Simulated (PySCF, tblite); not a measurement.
Isomers of C4H6FO2 (doublet state), one GFN2-xTB conformer each. Single-point energies are computed at B3LYP/pcH-1 (PySCF, gas phase, no added dispersion term), electronic only. GFN2-xTB treats the open shell by occupation alone, and not every SCF solution was tested for stability.

| SMILES | GFN2-xTB relative energy (kJ/mol) |
| --- | --- |
| [CH2]O/C=C(/F)OC | 0.0 |
| CO/[C]=C(/F)OC | 33.0 |

Conformers: `[CH2:1][O:2]/[CH:3]=[C:4](/[F:5])[O:6][CH3:7]` (doublet state) with H–C1–O2–C3 -5° and -175°, C1–O2–C3–C4 -176°, C3–C4–O6–C7 -152°; `[CH3:1][O:2]/[C:3]=[C:4](/[F:5])[O:6][CH3:7]` (doublet state) with C1–O2–C3–C4 -24°, C3–C4–O6–C7 -134°.

What does B3LYP/pcH-1 give for the same structures?

| SMILES | B3LYP/pcH-1 E (Eh) | B3LYP/pcH-1 (kJ/mol) | GFN2-xTB (kJ/mol) | point group |
| --- | --- | --- | --- | --- |
| [CH2]O/C=C(/F)OC | -406.22711 | 0.0 | 0.0 | C1 |
| CO/[C]=C(/F)OC | -406.20724 | 52.2 | 33.0 | C1 |

Both levels put the same isomer lowest. 

What happens when harmonic zero-point energies from GFN2-xTB frequencies are added?

| SMILES | ZPE (kJ/mol) | electronic (kJ/mol) | with ZPE (kJ/mol) |
| --- | --- | --- | --- |
| [CH2]O/C=C(/F)OC | 239.5 | 0.0 | 0.0 |
| CO/[C]=C(/F)OC | 244.4 | 52.2 | 57.1 |

The zero-point energies span 4.9 kJ/mol. The order is unchanged.
